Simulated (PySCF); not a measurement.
A GIAO shielding run with PySCF (density fitting, non-relativistic, gas phase) on SMILES C=C(C[SiH3])[Si@H](N)F, C3H10FNSi2:

```
$ OMP_NUM_THREADS=1 python probes_run.py task.json out

{"job": {"kind": "nmr", "xc": "PBE0", "basis": "pcSseg-1"}, "charge": 0, "multiplicity": 1}
C     -0.187682    -0.865974     1.552288
C     -0.079885    -0.521332     0.273620
C      1.162361    -0.834981    -0.500273
Si     2.438569     0.575019    -0.381629
Si    -1.446199     0.379387    -0.656902
N     -2.831410     0.536283     0.341732
F     -1.965250    -0.553735    -1.871322
H      0.596990    -1.401365     2.067091
H     -1.066110    -0.642234     2.132080
H      1.621100    -1.747871    -0.114215
H      0.914498    -1.013506    -1.546967
H      1.880209     1.816809    -0.920171
H      2.797522     0.777742     1.024077
H      3.630585     0.197456    -1.145572
H     -0.972167     1.571295    -1.359578
H     -3.725055     0.676730    -0.100150
H     -2.775075     1.062308     1.195982
```

Hardware: 1 thread of an Arm Neoverse N1, shared host. The job also computes population analyses, field gradients.

Problem. How large is the calculation?

Solution. 72 electrons, 183 basis functions and 992 auxiliary functions.

Problem. How long does it take, and how much memory does it need?

Solution. 65 s of wall time, with 13 SCF cycles and 5 response iterations; peak memory 0.83 GiB. Times on a shared host scatter by some tens of per cent.
